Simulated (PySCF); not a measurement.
# Correlation energy of Mg (magnesium, neutral)

[Ne] 3s1 4s1, high-spin 3S determinant (an excited configuration). All numbers are calculated (PySCF 2.14, the non-relativistic Hamiltonian (point nucleus), in aug-cc-pCVTZ). Frozen: [Ne]; 2 electrons correlated.

With two correlated electrons CCSD is exact within the correlated space (frozen core and kept virtual orbitals).

```csv
level,correlation energy (mhartree)
CCSD,-4.24
```

Diagnostics: T1 = 0.015, D1 = 0.0307, largest double amplitude 0.059.

Problem. Is a single reference adequate?

Solution. Yes: T1 lies below 0.03 and no double amplitude reaches 0.07.
